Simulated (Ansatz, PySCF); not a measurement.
The pair A = SiH4 (SMILES [SiH4]) (first 5 atoms), B = HBr (SMILES Br); geometry from B3LYP-D3(BJ)/def2-TZVP.
(charge 0, multiplicity 1):
```
atom    x (Å)    y (Å)    z (Å)
----  -------  -------  -------
Si     0.2156  -0.2373   0.0107
H      0.8036  -1.5437   0.3764
H     -0.9932  -0.0054   0.8414
H     -0.1808  -0.2386  -1.4145
H      1.1877   0.8467   0.2677
Br    -0.0522  -0.0383   4.1843
H     -0.7137   0.0211   2.9209
```

Correlated levels freeze the cores. Filled d and f shells under p-block atoms count as core. CBS: X⁻³ extrapolation of the correlation energy, Hartree–Fock from the larger set. MP2 and its Hartree–Fock in def2-QZVPPD are density fitted.

Codes used: Ansatz (Gaussian basis) for Hartree–Fock, density functionals and correlated methods; PySCF for the dispersion terms. Each number belongs to the level named beside it.

The monomers are drawn apart, rigid, along the line of their centres of mass. Counterpoise-corrected interaction energies (kcal/mol):

```tsv
level	R = 5.010 Å	R = 5.849 Å
PBE/def2-TZVPPD	-0.3544	-0.1108
PBE-D3(BJ)/def2-TZVPPD	-0.7551	-0.2723
wB97M-V/def2-TZVPPD	-0.4792	-0.1883
MP2/CBS(def2-TZVPPD, def2-QZVPPD) + ΔCCSD(T)/def2-TZVPPD	-0.5312	-0.1959
```

**Question.** R is the distance of the centres of mass. Find the local exponent m of E ∝ R⁻ᵐ between the two points.

**Answer.** 
m = ln(E₁/E₂)/ln(R₂/R₁): PBE/def2-TZVPPD 7.5; PBE-D3(BJ)/def2-TZVPPD 6.6; wB97M-V/def2-TZVPPD 6.0; MP2/CBS(def2-TZVPPD, def2-QZVPPD) + ΔCCSD(T)/def2-TZVPPD 6.4. For scale, two fixed dipoles give m = 3, dipole and quadrupole 4, quadrupoles 5, and dispersion or dipole-induced dipole 6 at long range; at these distances several terms mix, and what is left of overlap and damping shifts m, so it need not match one of them.

Ansatz is a quantum-chemistry and plane-wave program.
